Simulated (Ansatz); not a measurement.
Compare A (`[SiH3]C#C[SiH2]Cl`) with its isomer B (`C#C[SiH]([SiH3])Cl`).

Gas-phase electronic energies from Ansatz, PBE0-D4/def2-TZVP geometries. CCSD(T)/CBS adds triple-zeta CCSD(T) − MP2 to the extrapolated MP2 energy (def2 sets, frozen cores). This one scheme is used for every species. DFT in def2-TZVPP. B3LYP here is the variant with VWN-RPA as its local correlation; programs differ in this.

(1) Which is lower in electronic energy at CCSD(T)/CBS, and by how much? (An estimate is asked.)

(2) Give E(B) − E(A) in kJ/mol with B3LYP, r2SCAN-D4, MP2/def2-TZVPP, ωB97M-V, HF/def2-TZVPP, CCSD/def2-TZVPP, CCSD(T)/def2-TZVPP. (Best estimate.)

Largest T1 diagnostic: 0.012.

Results:

(1) The calculation gave: A, by 35.3 kJ/mol.

(2) Computed: B3LYP 38.4, r2SCAN-D4 32.6, MP2/def2-TZVPP 43.0, ωB97M-V 36.8, HF/def2-TZVPP 49.4, CCSD/def2-TZVPP 37.6, CCSD(T)/def2-TZVPP 36.4. None reverses the order clearly.

The D4 term adds −4.7 kJ/mol with B3LYP and −2.7 kJ/mol with PBE0; it sums over pairs of atoms, weighted by their polarisabilities, and B3LYP, whose exchange is more repulsive, gets the larger term. In def2-TZVPP, CCSD(T) changes the Hartree–Fock value by −13.0 kJ/mol (the triples alone add −1.1 kJ/mol) and MP2 by −6.4 kJ/mol.
